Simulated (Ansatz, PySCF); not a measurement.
This PySCF input computes a PBE0/def2-TZVPD energy:

```python
from pyscf import gto, scf, dft

mol = gto.M(
    atom='''
    Si   -0.86502659   -0.33487268    0.06425886
    S     1.03741509    0.40160843   -0.07706481
    H    -1.25636575   -0.95344380    1.38776091
    H    -1.99173224    0.65087255   -0.15085727
    H    -1.24017115   -1.43494612   -0.90349071
    ''',
    basis='def2-tzvpd',
    charge=-1,
    spin=0,
    verbose=4,
)

mf = dft.RKS(mol, xc='pbe0').density_fit(auxbasis='def2-universal-jkfit')
mf.grids.level = 3
mf.conv_tol = 1e-9
mf.max_cycle = 100
mf.max_memory = 1500
mf.kernel()
if not mf.converged:
    mf = mf.newton()
    mf.kernel(mf.make_rdm1())
mf.analyze()
```

Problem. Write an input for the same energy in Ansatz (a quantum-chemistry and plane-wave program) and say what it gives.

Solution. 
Ansatz 0.2 input:
```yaml
crystal:
  periodic: [false, false, false]
  atoms:
    - {symbol: Si, position_ang: [-0.86502659, -0.33487268, 0.06425886]}
    - {symbol: S, position_ang: [1.03741509, 0.40160843, -0.07706481]}
    - {symbol: H, position_ang: [-1.25636575, -0.95344380, 1.38776091]}
    - {symbol: H, position_ang: [-1.99173224, 0.65087255, -0.15085727]}
    - {symbol: H, position_ang: [-1.24017115, -1.43494612, -0.90349071]}
basis:
  gaussian:
    orbitals: def2-TZVPD
hamiltonian:
  xc: {name: PBE0}
total_charge: -1
output: {forces: true}
```
It gives -689.32231 Eh, and PySCF -689.32236 Eh, a difference of 0.05 mEh, from the treatment of integrals and grids.

It need not be the lowest isomer of its formula. Whether it binds its extra electron was not tested at this geometry.
